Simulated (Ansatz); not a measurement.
Reaction (formal exchange of groups at the Al–P bond): `O[P]([AlH2])[SiH3]` + `CCBr` → `[AlH2][CH2]CBr` + `OP[SiH3]`

Computed with Ansatz on PBE0-D4/def2-TZVP structures; ΔE is electronic, products minus reactants. CCSD(T)/CBS is the MP2 limit (def2-TZVPP, def2-QZVPP) plus CCSD(T) − MP2 in def2-TZVPP, frozen cores. DFT in def2-TZVPP. B3LYP here is the variant with VWN-RPA as its local correlation; programs differ in this. For Br outer-core shells are correlated without core-valence functions, which leaves a few kJ/mol of doubt a bond. Scalar relativity is left out up to krypton. One conformer a species, not always the lowest.

`O[P]([AlH2])[SiH3]`:

Cartesian coordinates in Å:
```
O -1.219 1.620 -0.432
P 0.231 1.084 0.225
Al 1.216 0.000 -1.571
Si -0.387 -0.798 1.298
H -1.503 2.409 0.038
H 0.734 0.280 -3.052
H 2.440 -0.946 -1.221
H -1.286 -0.441 2.428
H -1.093 -1.809 0.460
H 0.868 -1.400 1.825
```

`CCBr`:

Cartesian coordinates in Å:
```
C -0.588 0.261 -0.490
C 0.409 -0.135 0.566
Br 1.868 -1.189 -0.185
H -1.389 0.849 -0.031
H -1.035 -0.616 -0.960
H -0.122 0.867 -1.268
H -0.030 -0.762 1.339
H 0.886 0.725 1.031
```

`[AlH2][CH2]CBr`:

```xyz
10

Al    1.271    0.938   -0.803
C    -0.185    0.404    0.412
C    -0.709   -0.985    0.198
Br   -2.165   -1.463    1.438
H     1.804   -0.070   -1.909
H     1.893    2.389   -0.653
H     0.181    0.527    1.439
H    -0.989    1.143    0.305
H    -1.144   -1.129   -0.790
H     0.043   -1.754    0.362
```

`OP[SiH3]`:

```xyz
8

O    -0.427    1.771   -0.491
P    -0.712    0.667    0.725
Si    0.327   -1.128   -0.174
H    -1.191    2.345   -0.579
H     0.393    0.964    1.577
H     0.481   -2.120    0.924
H     1.660   -0.794   -0.741
H    -0.530   -1.705   -1.242
```

| level | ΔE (kJ/mol) | difference from CCSD(T)/CBS |
| --- | --- | --- |
| PBE-D4 | 61.1 | 6.7 |
| r2SCAN-D4 | 58.0 | 3.6 |
| PBE0-D4 | 60.2 | 5.8 |
| B3LYP-D4 | 53.8 | -0.6 |
| ωB97X-V | 52.8 | -1.6 |
| ωB97M-V | 50.3 | -4.1 |
| B2PLYP | 51.6 | -2.8 |
| PBE | 59.2 | 4.8 |
| r2SCAN | 57.6 | 3.2 |
| PBE0 | 58.5 | 4.1 |
| B3LYP | 50.7 | -3.7 |
| HF/def2-TZVPP | 48.8 | -5.6 |
| MP2/def2-TZVPP | 52.3 | -2.1 |
| SCS-MP2/def2-TZVPP | 50.0 | -4.4 |
| CCSD/def2-TZVPP | 51.4 | -3.0 |
| CCSD(T)/def2-TZVPP | 53.1 | -1.3 |
| HF/def2-QZVPP | 47.9 | -6.5 |
| MP2/def2-QZVPP | 52.7 | -1.7 |
| SCS-MP2/def2-QZVPP | 50.5 | -3.9 |
| HF/CBS(def2) | 47.7 | -6.7 |
| MP2/CBS(def2) | 53.6 | -0.8 |
| CCSD/CBS(def2) | 52.7 | -1.7 |
| CCSD(T)/CBS | 54.4 | 0 |

Largest T1 diagnostic among the species: 0.014.

The D4 term adds +3.1 kJ/mol with B3LYP and +1.7 kJ/mol with PBE0; it sums over pairs of atoms, weighted by their polarisabilities, and B3LYP, whose exchange is more repulsive, gets the larger term. In def2-TZVPP, CCSD(T) changes the Hartree–Fock value by +4.3 kJ/mol (the triples alone add +1.7 kJ/mol) and MP2 by +3.5 kJ/mol.
